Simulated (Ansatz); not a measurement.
Consider the redistribution: `B[SiH2][SiH2][SiH3]` + `[SiH3][SiH2][GeH2][SiH2][SiH3]` → `[SiH3][SiH2][SiH2][GeH2][SiH2][SiH3]` + `B[SiH2][SiH3]`.

Gas-phase electronic energies from Ansatz, PBE0-D4/def2-TZVP geometries. CCSD(T)/CBS is the MP2 limit (def2-TZVPP, def2-QZVPP) plus CCSD(T) − MP2 in def2-TZVPP, frozen cores. Functionals use def2-TZVPP. B3LYP here is the variant with VWN-RPA as its local correlation; programs differ in this. HSE06 is defined as in plane-wave codes. For Ge outer-core shells are correlated without core-valence functions, which leaves a few kJ/mol of doubt a bond. Scalar relativity is left out up to krypton. One conformer a species, not always the lowest.

```csv
level,ΔE (kcal/mol),difference from CCSD(T)/CBS
LDA (SPW92),-0.9,-0.4
PBE-D4,-0.6,-0.1
revPBE-D4,-0.6,-0.1
BLYP-D4,-0.8,-0.3
B97M-V,-0.5,0.0
PBE0-D4,-0.6,-0.1
B3LYP-D4,-0.7,-0.2
r2SCANh-D4,-0.4,0.1
r2SCAN0-D4,-0.4,0.1
HSE06-D4,-0.6,-0.1
BHLYP-D4,-0.8,-0.3
CAM-B3LYP-D4,-0.6,-0.1
ωB97X-V,-0.4,0.1
ωB97M-V,-0.6,-0.1
B2PLYP,0.2,0.7
PBE-QIDH,-0.1,0.4
PBE,0.3,0.8
revPBE,1.1,1.6
BLYP,0.9,1.4
r2SCAN,0.0,0.5
PBE0,0.3,0.8
B3LYP,0.7,1.2
r2SCANh,0.0,0.5
r2SCAN0,0.0,0.5
HSE06,0.3,0.8
BHLYP,0.5,1.0
CAM-B3LYP,0.4,0.9
LC-ωPBE,0.3,0.8
RPA@PBE/def2-TZVPP,-0.3,0.2
CCSD/def2-SVP,-0.2,0.3
CCSD(T)/def2-SVP,-0.4,0.1
HF/def2-TZVPP,1.0,1.5
MP2/def2-TZVPP,-0.5,0.0
SCS-MP2/def2-TZVPP,-0.2,0.3
CCSD/def2-TZVPP,-0.2,0.3
CCSD(T)/def2-TZVPP,-0.5,0.0
SCS-MP2/def2-QZVPP,-0.2,0.3
HF/CBS(def2),1.1,1.6
MP2/CBS(def2),-0.5,0.0
CCSD/CBS(def2),-0.3,0.2
CCSD(T)/CBS,-0.5,0
```

Largest T1 diagnostic among the species: 0.014.

In def2-TZVPP, CCSD(T) changes the Hartree–Fock value by −1.5 kcal/mol (the triples alone add −0.2 kcal/mol) and MP2 by −1.5 kcal/mol. Leaving LDA and LC-ωPBE aside and taking each functional with its dispersion term where it has one, the values spread over 1.0 kcal/mol, from BLYP-D4 to B2PLYP. LDA lies −1.3 kcal/mol from PBE without D4. The D4 term adds −1.4 kcal/mol with B3LYP and −0.9 kcal/mol with PBE0; it sums over pairs of atoms, weighted by their polarisabilities, and B3LYP, whose exchange is more repulsive, gets the larger term.
